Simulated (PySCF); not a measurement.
Compound: C9H15N2 (charge +1).
SMILES with atom numbers: `[CH:1]#[C:2]/[C:3](=[CH:4]/[N:5]([CH3:6])[CH3:7])[CH:8]=[N+:9]([CH3:10])[CH3:11]` (hydrogens: H12 on C1; H13 on C4; H14, H15, H16 on C6; H17, H18, H19 on C7; H20 on C8; H21, H22, H23 on C10; H24, H25, H26 on C11)

Theory: PBE0-D3(BJ)/def2-SVP geometry optimisation, gas phase (PySCF).

List the bond lengths, angles and torsions at this level.

| bond | length (Å) | order |
| --- | --- | --- |
| C1≡C2 | 1.213 | triple |
| C2–C3 | 1.432 | single |
| C3=C4 | 1.414 | double |
| C4–N5 | 1.319 | single |
| N5–C6, N5–C7 | 1.453 | single |
| C3–C8 | 1.411 | single |
| C8=N9 | 1.317 | double |
| N9–C10 | 1.454 | single |
| N9–C11 | 1.455 | single |
| C1–H12 | 1.076 | single |
| C4–H13 | 1.094 | single |
| C6–H14 and 5 like bonds | 1.099 | single |
| C8–H20 | 1.091 | single |
| C10–H21, C10–H22, C10–H23 | 1.099 | single |
| C11–H24, C11–H25, C11–H26 | 1.097 | single |

Bonds in one row agree within 0.01 Å and their mean is given. Orders are formal, as drawn. A selection of angles:
| angle | degrees |
| --- | --- |
| C1–C2–C3 | 175.7 |
| C2–C3–C4 | 113.8 |
| C2–C3–C8 | 123.3 |
| C4–C3–C8 | 122.4 |
| C3–C4–N5 | 131.9 |
| C4–N5–C6 | 125.0 |
| C4–N5–C7 | 119.8 |
| C6–N5–C7 | 115.1 |
| C3–C8–N9 | 129.6 |
| C8–N9–C10 | 120.0 |
| C8–N9–C11 | 124.9 |
| C10–N9–C11 | 115.0 |

Torsions: C2–C3–C4–N5 167° (antiperiplanar); C3–C4–N5–C6 -7° (synperiplanar); C2–C3–C8–N9 -14° (synperiplanar); C3–C8–N9–C10 170° (antiperiplanar). The mirror-image conformer, all signs reversed, is as good.

Of the pairs four or more bonds apart, C2···H24 is among the closest relative to their van der Waals radii: 2.43 Å, 84 % of the sum of Bondi's values. C3 (fully substituted alkene carbon) is planar (angles 123.3°, 122.4° and 113.8°, sum 359.5°, 0.06 Å off the plane of its three neighbours). N5 (enamine nitrogen) is planar (angles 125.0°, 119.8° and 115.1°, sum 360.0°, 0.01 Å off the plane of its three neighbours). N9 (nitrogen bonded to 3 C) is planar (angles 124.9°, 120.0° and 115.0°, sum 360.0°, 0.00 Å off the plane of its three neighbours). C8 (C=N carbon) is planar (angles 129.6°, 117.1° and 113.2°, sum 359.9°, 0.03 Å off the plane of its three neighbours). The 4 C–C bonds span 1.213 Å (C1≡C2, drawn triple) to 1.432 Å (C2–C3, drawn single), a spread of 0.219 Å. The C–N distances run from 1.317 Å (C8=N9, drawn double) to 1.457 Å (N5–C7, drawn single), a spread of 0.140 Å.

Point group: C1 (no symmetry element, even within 0.4 Å). PBE0-D3(BJ)/def2-SVP frequencies: not computed here.

Time: 4.5 min wall; peak memory 1.1 GiB. Hardware: Arm Neoverse V2, one thread, shared host with 32 logical CPUs at a one-minute load of 18. These figures are those of the optimisation.
